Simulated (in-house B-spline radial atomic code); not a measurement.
The numbers below are computed, except where a source is named.
# Softness against transferability: the 3d channel of Sc

Sc, [Ar] 3d1 4s2, non-relativistic LDA (VWN5), spherical and spin-unpolarised, from an all-electron radial atomic-structure program (B-spline basis) (atomic units). The all-electron 3d level is ε = -0.131081 hartree and its outer maximum at 1.09 bohr.

Troullier-Martins pseudo-orbitals are made for several radii. The cutoffs (hartree) are the plane-wave energies beyond which the orbital holds less than the named kinetic energy per electron. The phase error is the difference, pseudo minus all-electron, of arctan(R P'/P) at R = 3.9 bohr for all radii, half a hartree below and above the level.

| r_c (bohr) | V_l(0) (hartree) | cutoff for 10 mEh | for 1 mEh | for 0.1 mEh | phase error at ε − 0.5 (mrad) | at ε + 0.5 (mrad) |
| --- | --- | --- | --- | --- | --- | --- |
| 2.46 | -7.66 | 14.8 | 18.5 | 22 | +0.4 | +307.2 |
| 2.85 | -6.19 | 11.7 | 14.8 | 17.8 | +1.1 | +589.4 |
| 3.28 | -5.03 | 9.5 | 11.9 | 14.4 | +2.9 | +974.7 |
| 3.6 | -4.38 | 8.16 | 10.2 | 12.3 | +5.8 | +1236.8 |

Question: Which radius needs the lowest cutoff for 0.1 mEh while both phase errors stay within 974.8 mrad?

Answer: The radii within that limit are 2.46, 2.85, 3.28 bohr; of these r_c = 3.28 needs the least, 14.4 hartree, that is 28.8 Ry or 392 eV.

Question: What does the larger radius buy, and what does it cost?

Answer: From r_c = 2.46 to 3.6 bohr the cutoff for 1 mEh goes from 18.5 to 10.2 hartree, a factor of 1.81, against 2.14 for a pure 1/r_c² scaling, end to end; step by step it is 18.5, 14.8, 11.9, 10.2, and for 0.1 mEh 22, 17.8, 14.4, 12.3; the number of plane waves goes as the cutoff to the power 3/2, here a factor of 2.4. The larger of the two phase errors is least at r_c = 2.46 bohr, 307.2 mrad; it is 307.2 at the smallest radius and 1236.8 at the largest. These errors test the reference atom alone. Errors of hundreds of milliradians mean that the potential scatters wrongly half a hartree from its level. Large radii also let the cores of neighbours overlap, which an atom doesn't show.
